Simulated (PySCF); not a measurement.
CH₇AlO₂Si, SMILES C[SiH2][Al]([OH])[OH]. Atoms are numbered in the order given.

```xyz
12

Si    -0.7486     1.3295     0.0000
C      0.6846     2.5613     0.0000
Al     0.0335    -0.9692     0.0000
O      1.7196    -1.2229     0.0000
O     -1.0979    -2.2418     0.0000
H     -1.6198     1.5685    -1.1989
H     -1.6198     1.5685     1.1989
H      1.3177     2.4173     0.8884
H      0.3161     3.5984     0.0000
H      1.3177     2.4173    -0.8884
H      2.2116    -2.0444     0.0000
H     -0.9603    -3.1891     0.0000
```

Coordinates come from a PBE0-D3(BJ)/def2-SVP optimisation. The structure was generated by enumeration; whether it is a known compound was not checked. Other conformers were not sampled.

All values below come from HF/def2-TZVP in PySCF.

ESP charges are fitted to the potential on shells at 1.4 to 2.0 van der Waals radii. Atomic charges (e):

```tsv
atom	ESP fit	Mulliken	Löwdin	IAO
Si1	0.38	0.10	0.19	0.49
C2	-0.52	-0.49	-0.46	-0.67
Al3	1.06	0.88	0.01	1.18
O4	-0.93	-0.70	-0.18	-0.90
O5	-0.98	-0.70	-0.18	-0.90
H6	-0.16	-0.06	-0.04	-0.16
H7	-0.16	-0.06	-0.04	-0.16
H8	0.12	0.12	0.12	0.13
H9	0.14	0.12	0.12	0.13
H10	0.12	0.12	0.12	0.13
H11	0.45	0.33	0.17	0.36
H12	0.48	0.33	0.17	0.36
```
